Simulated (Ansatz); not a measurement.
Reactions of boron trifluoride (`FB(F)F`).

Calculated with Ansatz (gas phase, PBE0-D4/def2-TZVP geometries, no zero-point term in ΔE). CCSD(T)/CBS is the MP2 limit (def2-TZVPP, def2-QZVPP) plus CCSD(T) − MP2 in def2-TZVPP, frozen cores. This one scheme is used for every species. For Br outer-core shells are correlated without core-valence functions, which leaves a few kJ/mol of doubt a bond. Scalar relativity is left out up to krypton. Each species was taken in one conformer, which may not be the lowest.

(1) Order these by ΔE at CCSD(T)/CBS, lowest first. (Best estimate.)
A. `FB(F)F` + `CNC` → `CN(C)B(F)F` + H–F
B. `FB(F)F` + HBr → `FB(F)Br` + H–F
C. `FB(F)F` + `Cl[SiH](Cl)Cl` → `FB(F)[Si](Cl)(Cl)Cl` + H–F

Largest T1 diagnostic: 0.012, for `FB(F)F`.

## Answers

(1) A (+10.7 kJ/mol), B (+71.7 kJ/mol), C (+162.5 kJ/mol).
